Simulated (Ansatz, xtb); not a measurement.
## GaH5NP: which of two isomers lies lower

We compare a, `P[NH][GaH2]`, a singlet, with b, `[NH2][GaH][PH2]`, a singlet. Both are isolated molecules in the gas phase, relaxed with PBE0-D3(BJ)/def2-SVP; the shapes shown needn't be the lowest conformers.

a (Å):

```xyz
8

Ga    0.2901    0.2326   -1.0688
N     0.7239   -0.0891    0.6829
P    -0.2650   -0.2698    2.0855
H     1.4815    0.3346   -2.0771
H     1.7078   -0.1849    0.9165
H    -1.2630   -1.1791    1.6030
H    -1.1494    0.8497    1.9441
H    -1.2347    0.3725   -1.3776
```

b (Å):

```xyz
8

Ga    0.1349    0.4210    0.6221
N    -1.3704    1.4274    0.6763
P     0.6297   -0.6784   -1.3593
H    -1.6429    1.9929    1.4714
H     0.9496   -1.9049   -0.6997
H    -0.7264   -1.0505   -1.6149
H    -2.0438    1.4960   -0.0769
H     1.0619    0.4340    1.8826
```

Estimate E(b) − E(a) at the level CCSD(T)/def2-TZVP.

Calculated at CCSD(T)/def2-TZVP: E(b) − E(a) = −16.2 kcal/mol, so structure b lies lower.

Level by level:

```json
{"level": "GFN2-xTB", "geometry": "GFN2-xTB", "E(b) − E(a) (kcal/mol)": "−7.3", "departure from the last row (kcal/mol)": "+8.8", "job, with rough time for the two": "optimisation, 0.36 s"}
{"level": "HF/STO-3G", "geometry": "GFN2-xTB", "E(b) − E(a) (kcal/mol)": "−12.0", "departure from the last row (kcal/mol)": "+4.1", "job, with rough time for the two": "single point, 0.4 s"}
{"level": "r2SCAN-D4/def2-SVP", "geometry": "GFN2-xTB", "E(b) − E(a) (kcal/mol)": "−18.2", "departure from the last row (kcal/mol)": "−2.0", "job, with rough time for the two": "single point, 3.4 s"}
{"level": "PBE0-D3(BJ)/def2-SVP", "geometry": "PBE0-D3(BJ)/def2-SVP", "E(b) − E(a) (kcal/mol)": "−18.2", "departure from the last row (kcal/mol)": "−2.0", "job, with rough time for the two": "optimisation, 52 s"}
{"level": "HF/def2-TZVP", "geometry": "PBE0-D3(BJ)/def2-SVP", "E(b) − E(a) (kcal/mol)": "−12.8", "departure from the last row (kcal/mol)": "+3.4", "job, with rough time for the two": "part of the CCSD(T) run"}
{"level": "MP2/def2-TZVP", "geometry": "PBE0-D3(BJ)/def2-SVP", "E(b) − E(a) (kcal/mol)": "−16.3", "departure from the last row (kcal/mol)": "−0.1", "job, with rough time for the two": "part of the CCSD(T) run"}
{"level": "CCSD(T)/def2-TZVP", "geometry": "PBE0-D3(BJ)/def2-SVP", "E(b) − E(a) (kcal/mol)": "−16.2", "departure from the last row (kcal/mol)": "", "job, with rough time for the two": "single point, 54 s"}
```

As drawn, b has 1 Ga–P, 1 N–H in place of 1 N–P, 1 Ga–H.

The levels shown agree on the order. The largest departure from CCSD(T)/def2-TZVP is that of GFN2-xTB, 8.8 kcal/mol.

With harmonic frequencies from PBE0-D3(BJ)/def2-SVP (ideal gas, rigid rotor, one conformer each, 298.15 K, 1 atm): the zero-point term adds +1.3 kcal/mol; ΔH is −14.6 and ΔG −15.0 kcal/mol.

The correlated steps freeze 15 core orbitals; the filled d shell of Ga is correlated, in a basis made for valence electrons. Mirror images aren't counted in ΔG. Programs: Ansatz 0.2.0, xtb 6.7.1; the last row on 2 threads of Arm Neoverse V1 on a shared host.
